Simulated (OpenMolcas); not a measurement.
Cu4+ among 4 point charges of -1.3 e arranged as a tetrahedron (Td), 2.11 Å from the ion.

```json
{
  "Program": "OpenMolcas",
  "Method": "SS-CASPT2, IPEA 0.25 Eh, imaginary shift 0.1 Eh (closed shells correlated: 3s 3p)",
  "Basis": "ANO-RCC-VDZP [5s4p2d1f]",
  "Scalar Hamiltonian": "DKH2, point nucleus",
  "Active space": "7 electrons in 5 orbitals (3d)",
  "State averaging": "2S+1 = 4 even, 10 roots; 2S+1 = 2 even, 40 roots",
  "Spin-orbit coupling": "state interaction with AMFI integrals over the reference wave functions"
}
```

Q: What is the spin-free ground state (labels of Td)?

A: 4T2, 3-fold in its orbital part, 100 % from free-ion F terms; it has the highest spin that d7 allows.

Q: Where is the first state of the same spin?

A: 4A2 at 286 cm-1 above the ground state. The two act as a nearly degenerate pair, with unquenched orbital momentum.

Q: What are the lowest two levels with spin-orbit coupling?

A: A 4-fold level Γ8, then a 4-fold level Γ8 210 cm-1 above it. Their leading multiplicities are 4 (100 %) and 4 (100 %).

Q: What is χT at 300 K, and how does it compare with the textbook value?

A: The lowest level has 2S+1 = 4, for which the spin-only value is χT = S(S+1) / 2 = 1.875 cm3 K/mol (g = 2). The computed 5.230 at 300 K differs by +3.355, through orbital momentum, spin-orbit coupling and any other state in reach. With a threefold ground state the orbital momentum is unquenched, so the spin-only value is not expected to hold.

Roots that are degenerate in the reference are averaged as groups; the widest CASPT2 spread within a group is 240 cm-1 (the 3-fold group of multiplicity 4 near 0 cm-1 above the lowest state of its run). Shifts and gaps below about the spread of the groups concerned are not significant. Spin-orbit coupling mixes the spin-free states strongly: the lowest level takes only 56 % from its leading state, 4T2. The ground term spreads over less than 5000 cm-1, several times less than with real ligands, so orbital moments are less quenched and χT lies further from the spin-only value than at real sites. Free-ion shares, where given, are those of the reference states; single-state CASPT2 does not remix them. This is an electrostatic model: the charges have no orbitals. No measured value stands beside these numbers.
